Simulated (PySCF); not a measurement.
## Spin states of CsPb

Unrestricted PBE0; basis Cs def2-SVP with ECP46, Pb def2-SVP with ECP60; scalar-relativistic core potentials; PySCF 2.14. Outer shells of the fragments: Cs 6s1; Pb 5d10 6s2 6p2.

Followed along the bond (rough minima from three points):

```csv
2Ms+1,unpaired,⟨S²⟩ at the start,R at minimum (Å),Te (eV)
4,"σ ↑, π ↑↑",3.75,3.64,0.00
2,"σ ↓, π ↑↑",1.76,3.70,0.47
2,"σ ↑, π ↑↓",1.76,3.67,0.49
2,π ↑,0.79,3.95,0.66
2,σ ↑,0.75,none in the scan,≤ 1.14
```

Solutions found at the starting distance of 3.600 Å, counted from the lowest of them; the search is not exhaustive and high or unbound solutions are not listed, so other states can lie among these:

```
2Ms+1   unpaired   term  E (eV)  ⟨S²⟩  ⟨Lz²⟩   μ (D)
    4  σ ↑, π ↑↑    ⁴Σ⁻    0.00  3.75   0.00  -10.29
    2  σ ↓, π ↑↑  mixed    0.48  1.76   0.00   -9.18
    2  σ ↑, π ↑↓  mixed    0.49  1.76   2.01   -9.80
    2        π ↑     ²Π    0.75  0.79   1.00   -6.70
    2        σ ↑  mixed    1.14  0.75   2.00   -9.64
    2        π ↑     ²Π    1.44  0.75   1.01  -11.14
    4  σ ↑↑, π ↑     ⁴Π    1.62  3.75   1.01    1.95
    4  σ ↑, π ↑↑  mixed    2.72  3.75   2.00    3.94
    4      π ↑↑↑     ⁴Π    2.91  3.75   1.00    4.45
    4  π ↑↑, δ ↑     ⁴Δ    3.31  3.75   4.00    0.56
```

A term symbol is given only where ⟨S²⟩ and ⟨Lz²⟩ are close to those of a pure state; real π, δ and φ orbitals otherwise mix terms. A positive dipole means Cs(−)Pb(+).

Spin–orbit coupling is left out, which matters for elements this heavy, above all for dissociation energies.
